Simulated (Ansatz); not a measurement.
`C=C[Si](C)(O)F` and `C[Si](O)(F)F` differ in one atom or group.

Ansatz, PBE0-D4/def2-TZVP geometries, multiplicity 1. Each molecule was computed in one conformer, which needn't be the lowest.

```json
{"property": "LUMO energy (B3LYP/def2-TZVPP) / eV", "`C=C[Si](C)(O)F`": "-0.84"}
{"property": "LUMO energy (PBE0/def2-TZVPP) / eV", "`C=C[Si](C)(O)F`": "-0.62"}
{"property": "HOMO–LUMO gap (B3LYP/def2-TZVPP) / eV", "`C=C[Si](C)(O)F`": "7.12"}
{"property": "HOMO–LUMO gap (PBE0/def2-TZVPP) / eV", "`C=C[Si](C)(O)F`": "7.58"}
{"property": "size of the dipole moment (PBE/def2-TZVPP) / D", "`C=C[Si](C)(O)F`": "1.52"}
{"property": "HOMO energy (B3LYP/def2-TZVPP) / eV", "`C=C[Si](C)(O)F`": "-7.96"}
```

Q: What does the change do to each property? (Best estimate.)

A: The calculation gave: 
| property | `C[Si](O)(F)F` | shift |
| --- | --- | --- |
| LUMO energy (B3LYP/def2-TZVPP) / eV | 0.28 | 1.12 |
| LUMO energy (PBE0/def2-TZVPP) / eV | 0.68 | 1.30 |
| HOMO–LUMO gap (B3LYP/def2-TZVPP) / eV | 10.01 | 2.89 |
| HOMO–LUMO gap (PBE0/def2-TZVPP) / eV | 10.70 | 3.12 |
| size of the dipole moment (PBE/def2-TZVPP) / D | 1.07 | -0.45 |
| HOMO energy (B3LYP/def2-TZVPP) / eV | -9.74 | -1.78 |

With PBE0 the HOMO falls by 1.82 eV and the LUMO rises by 1.30 eV, so the gap widens by about 3.12 eV. PBE moves the HOMO by -1.13 eV and ωB97M-V by -1.90 eV. Dipoles are sizes alone; their direction can turn.

B3LYP here is the variant with VWN-RPA as its local correlation; programs differ in this.
